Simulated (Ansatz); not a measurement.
C3H5O2 (SMILES CCO[C]=O), doublet, geometry from GFN2-xTB; BHLYP/6-31G** (Ansatz, a quantum-chemistry and plane-wave program).

Input for Ansatz:
Ansatz 0.2 input:
```yaml
crystal:
  periodic: [false, false, false]
  atoms:
    - {symbol: C, position_ang: [-1.80024787, -0.16287169, 0.12684797]}
    - {symbol: C, position_ang: [-0.52467360, -0.78218325, 0.65886679]}
    - {symbol: O, position_ang: [0.53536223, 0.24228204, 0.78558465]}
    - {symbol: C, position_ang: [1.19052419, 0.62217988, -0.23744781]}
    - {symbol: O, position_ang: [1.20864104, 0.34641055, -1.40277582]}
    - {symbol: H, position_ang: [-1.63632647, 0.23901801, -0.87070106]}
    - {symbol: H, position_ang: [-2.13282420, 0.64024248, 0.78013088]}
    - {symbol: H, position_ang: [-2.57808951, -0.92051254, 0.07413738]}
    - {symbol: H, position_ang: [-0.64538024, -1.16671963, 1.67153298]}
    - {symbol: H, position_ang: [-0.15302218, -1.56431865, -0.00717255]}
basis:
  gaussian:
    orbitals: 6-31G__.json
hamiltonian:
  xc: {name: BHLYP}
magnetization: {spin_polarized: true, initial_magnetization: 1}
accuracy: high
```
The basis file holds 6-31G** in the JSON format of the Basis Set Exchange.

### Question
Predict the main parts of the log of this Ansatz run.

### Answer

```
Functional definition: BHLYP
2311 factors; integrals over basis functions are off by at most 3.6e-9 eV
mean field evaluation 1: about -7276.8886 eV, gradient 3.2e1 eV
mean field evaluation 2: about -7275.5264 eV, gradient 3.9e1 eV
mean field evaluation 4: about -7280.8757 eV, gradient 2.2e0 eV
mean field evaluation 8: about -7280.9370 eV, gradient 2.3e-1 eV
mean field evaluation 16: about -7280.9374 eV, gradient 1.3e-3 eV
mean field -7280.93743749 eV, -267.5695156311 hartree, gradient 8.4e-8 eV, S^2 0.754831; 0 other end points of the search recorded, 0 dependent functions left out
reference -7280.93745881 eV, -267.5695164146 hartree; 20, 19 occupied and 80, 81 virtual orbitals, 2311 factors
Total energy: -7280.93745881 eV, -267.5695164146 hartree
```
